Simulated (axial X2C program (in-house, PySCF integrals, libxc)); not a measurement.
# YbBr: properties at the nuclei

Computed with an axial X2C code built on PySCF integrals: two-component X2C with atomic mean-field Coulomb and Gaunt terms, Gaussian nuclei, basis Yb dyall-cv3z, Br dyall-cv3z with contracted cores.

R = 2.648 Å (near the PBE0 minimum at charge 0 of the determinant lowest at the starting distance; the state shown can have its own minimum elsewhere).

Determinant lowest in the PBE0 search, Ω = 1/2 (⟨Sz⟩ = 0.50, ⟨Lz⟩ = 0.00 at PBE0), spin on the atoms Yb 0.48, Br 0.01:

```tsv
level	Eeff magnitude (GV/cm)	Ws magnitude Yb (kHz)	A∥/gI Yb (MHz)	qzz Yb (a.u.)	A∥/gI Br (MHz)	qzz Br (a.u.)	μ (D)
PBE0	25.8	44.1	7400	-3.65	162	0.54	-4.77
HF	26.7	46	6410	-4.40	127	0.02	-4.58
BHandHLYP	28.2	48.7	7690	-3.87	167	0.35	-5.07
B3LYP	26.6	45.7	7660	-3.46	175	0.55	-4.93
LDA	23.8	40.7	7380	-2.77	185	0.80	-4.58
```

Eeff is the effective electric field on the electron electric dipole moment in this Ω state and Ws the scalar–pseudoscalar constant of the nucleus named (defined with the proton number Z and per Ω); A∥ (defined per Ω) follows by multiplying with gI = μI/(I μN); qzz is the electric field gradient, eQq0 = 234.96 MHz × Q/barn × qzz; μ is positive if the Br end (last atom) is positive. The operators were transformed with the bare-nucleus X2C matrices; with these basis sets, hyperfine constants and field gradients can be off by tens of per cent, and where levels differ in sign neither size nor sign is settled.

Problem. With gI(173Yb) = -0.2592, Q(173Yb) = 2.8 barn, gI(79Br) = 1.4043 (g factors from the IAEA table of nuclear moments by Stone; Q from Pyykkö, Mol. Phys. 2018), turn the PBE0 values of the first state into constants in MHz.

Solution. A∥(173Yb) = 7400 × -0.2592 = -1920 MHz; eQq0(173Yb) = 234.96 × (2.8) × (-3.65) = -2400 MHz; A∥(79Br) = 162 × 1.4043 = 227 MHz.

Each state is one determinant with collinear spin. Unrestricted Hartree–Fock can overshoot spin polarisation at the nuclei. At HF a later determinant lies lower. The search compared states at one distance, so a state with another bond length can lie lower. Further determinants of the search, some of them spin-mixed, are not shown. Where a field gradient or hyperfine factor spreads by more than a factor of two over the levels, a constant derived from it is not to be relied on.
